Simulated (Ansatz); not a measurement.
Start from `OC1=NC[SiH2]1` and change one atom or group to get `OC1=NC[SiH]1[AlH2]`.

Ansatz, PBE0-D4/def2-TZVP geometries, multiplicity 1. Each molecule was computed in one conformer, which needn't be the lowest.

```
                                          property  `OC1=NC[SiH2]1`
    size of the dipole moment (PBE/def2-TZVPP) / D             0.67
size of the dipole moment (ωB97M-V/def2-TZVPP) / D             0.95
               HOMO–LUMO gap (PBE/def2-TZVPP) / eV             4.55
  size of the dipole moment (B3LYP/def2-TZVPP) / D             0.90
             HOMO–LUMO gap (B3LYP/def2-TZVPP) / eV             6.50
                HOMO energy (PBE0/def2-TZVPP) / eV            -7.13
```

**Question.** Give the same properties after the change, and the shifts. (Estimate.)

**Answer.** Computed: 
```csv
property,`OC1=NC[SiH]1[AlH2]`,shift
size of the dipole moment (PBE/def2-TZVPP) / D,0.74,0.07
size of the dipole moment (ωB97M-V/def2-TZVPP) / D,1.25,0.30
HOMO–LUMO gap (PBE/def2-TZVPP) / eV,2.55,-2.00
size of the dipole moment (B3LYP/def2-TZVPP) / D,1.11,0.21
HOMO–LUMO gap (B3LYP/def2-TZVPP) / eV,4.08,-2.42
HOMO energy (PBE0/def2-TZVPP) / eV,-6.73,0.40
```

With PBE0 the HOMO rises by 0.40 eV and the LUMO falls by 2.07 eV, so the gap narrows by about 2.47 eV. PBE moves the HOMO by 0.25 eV and ωB97M-V by 0.56 eV. Dipoles are sizes alone; their direction can turn.

B3LYP here is the variant with VWN-RPA as its local correlation; programs differ in this.
